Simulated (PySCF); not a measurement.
F2H5NSi2, SMILES F[SiH](N[SiH3])F.

The structure is a stationary point at TPSSh-D3(BJ)/def2-SVP. The structure was generated by enumeration, and PubChem lists no compound with its InChIKey, so it may never have been made. One conformer was computed; it need not be the lowest.

These are PySCF with TPSSh-D3(BJ)/def2-SVP values and carry that method's errors.

Frequencies are harmonic and unscaled.

| mode | ν (cm⁻¹) | IR (km/mol) | moving atoms (share of kinetic energy) |
|---|---|---|---|
| 1 | 28 | 1.9 | F 29 %, N 28 %, H 24 %, Si 19 % |
| 2 | 81 | 0.0 | H 86 %, F 9 % |
| 3 | 176 | 5.1 | Si 38 %, N 28 %, H 19 %, F 14 % |
| 4 | 226 | 3.5 | F 43 %, H 31 %, N 13 %, Si 13 % |
| 5 | 274 | 29.4 | F 65 %, Si 25 % |
| 6 | 371 | 16.4 | F 53 %, Si 42 % |
| 7 | 445 | 75.7 | H 67 %, N 25 % |
| 8 | 619 | 0.0 | H 58 %, Si 29 %, N 10 % |
| 9 | 722 | 85.3 | H 81 %, N 10 %, Si 8 % |
| 10 | 783 | 125.1 | H 41 %, N 29 %, Si 23 % |
| 11 | 828 | 3.7 | H 82 %, F 17 % |
| 12 | 853 | 0.5 | H 40 %, F 35 %, Si 13 %, N 12 % |
| 13 | 895 | 203.3 | H 49 %, Si 22 %, F 20 %, N 8 % |
| 14 | 943 | 4.7 | H 84 %, Si 10 % |
| 15 | 952 | 408.4 | H 51 %, N 25 %, Si 23 % |
| 16 | 959 | 274.8 | Si 43 %, F 34 %, H 24 % |
| 17 | 973 | 103.6 | H 88 % |
| 18 | 1018 | 29.4 | H 81 %, Si 10 % |
| 19 | 1210 | 273.8 | H 60 %, N 34 % |
| 20 | 2251 | 150.3 | H 96 % |
| 21 | 2258 | 109.1 | H 98 % |
| 22 | 2280 | 80.0 | H 97 % |
| 23 | 2369 | 90.5 | H 97 % |
| 24 | 3535 | 44.5 | H 93 % |
